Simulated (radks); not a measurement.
Hf+, configuration [Xe] 4f14 5d1 6s2.

All-electron calculation, scalar-relativistic Kohn-Sham, r2SCAN, spin-polarised, spherical densities, finite nucleus; open shells are filled with parallel spins first (spin-orbit coupling, left out, can overturn this in heavy ions); meta-GGA in the generalised Kohn-Sham scheme; Fermi nuclear charge, rms radius 5.347 fm. Program: a radial shooting solver on a logarithmic mesh with Libxc functionals.

Energy parts (hartree):
part                       energy
total                 -15077.5202
kinetic                16515.9732
electron-nucleus      -37168.7386
Hartree                 5883.0506
exchange-correlation    -307.8054

Orbitals (lengths in bohr, moments of r in powers of bohr; r(90%) holds 90 % of the orbital's charge):
| orbital | occ. | eigenvalue (hartree) | <r^2> | r(90%) |
|---|---|---|---|---|
| 1s up | 1 | -2402.076 | 0.0004953 | 0.0345 |
| 1s down | 1 | -2402.076 | 0.0004953 | 0.0345 |
| 2s up | 1 | -412.0128 | 0.007640 | 0.125 |
| 2s down | 1 | -412.0108 | 0.007640 | 0.125 |
| 2p up | 3 | -361.7347 | 0.006286 | 0.117 |
| 2p down | 3 | -361.7333 | 0.006286 | 0.117 |
| 3s up | 1 | -94.49344 | 0.04966 | 0.306 |
| 3s down | 1 | -94.49377 | 0.04966 | 0.306 |
| 3p up | 3 | -79.39958 | 0.05034 | 0.312 |
| 3p down | 3 | -79.39977 | 0.05034 | 0.312 |
| 3d up | 5 | -61.50426 | 0.04189 | 0.293 |
| 3d down | 5 | -61.50354 | 0.04189 | 0.293 |
| 4s up | 1 | -19.51043 | 0.2476 | 0.672 |
| 4s down | 1 | -19.50967 | 0.2476 | 0.672 |
| 4p up | 3 | -14.53711 | 0.2816 | 0.723 |
| 4p down | 3 | -14.53655 | 0.2816 | 0.723 |
| 4d up | 5 | -8.07677 | 0.3325 | 0.804 |
| 4d down | 5 | -8.07597 | 0.3325 | 0.803 |
| 4f up | 7 | -0.97470 | 0.5907 | 1.15 |
| 4f down | 7 | -0.97082 | 0.5836 | 1.14 |
| 5s up | 1 | -2.88015 | 1.453 | 1.64 |
| 5s down | 1 | -2.86451 | 1.442 | 1.63 |
| 5p up | 3 | -1.69903 | 2.021 | 1.95 |
| 5p down | 3 | -1.67475 | 1.999 | 1.94 |
| 5d up | 1 | -0.40408 | 5.503 | 3.40 |
| 5d down | 0 | -0.37059 | 5.761 | 3.51 |
| 6s up | 1 | -0.44829 | 10.80 | 4.48 |
| 6s down | 1 | -0.42868 | 11.38 | 4.62 |
| 6p up | 0 | -0.25232 | 17.07 | 5.66 |
| 6p down | 0 | -0.24359 | 17.33 | 5.67 |

The highest occupied level is 5d up at -10.995 eV. The density falls to 0.001 e/bohr^3 at r = 4.60 bohr.
